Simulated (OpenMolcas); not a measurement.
# Exact exchange and the HOMO–LUMO gap of C2HBF2

C2HBF2 has 6 atoms, charge 0, and is taken as a singlet. SMILES: `C#CB(F)F`. Geometry: relaxed at PBE0-D4/def2-TZVP.

The HOMO–LUMO gap y, in eV, basis def2-SVPD; a is the functional's share of exact exchange. Programs: OpenMolcas 26.06.

```
functional     program     a  y (eV)
    revPBE  OpenMolcas     0    5.17
       PBE  OpenMolcas     0    5.13
     B3LYP  OpenMolcas   0.2    6.91
      PBE0  OpenMolcas  0.25       ?
     BHLYP  OpenMolcas   0.5    9.60
```

Question: Fit y = c + s·a to the known rows and predict PBE0.

Answer: 
1. Means of the 4 rows: a = 0.1750, y = 6.702.
2. Σ(Δa)² = 0.1675, Σ(Δa·Δy) = 1.4903, so the slope is 1.4903/0.1675 = 8.8973.
3. Intercept: 6.702 − (8.8973) × 0.1750 = 5.145. The largest residual of the fit is 0.024.
4. PBE0: 5.145 + (8.8973) × 0.25 = 7.37 eV.

The run gave 7.40 eV, so the prediction is off by -0.03 eV, more than the largest residual. Exact exchange lowers occupied levels and raises empty ones. The rows mix families of semi-local functionals, which the line can't see.
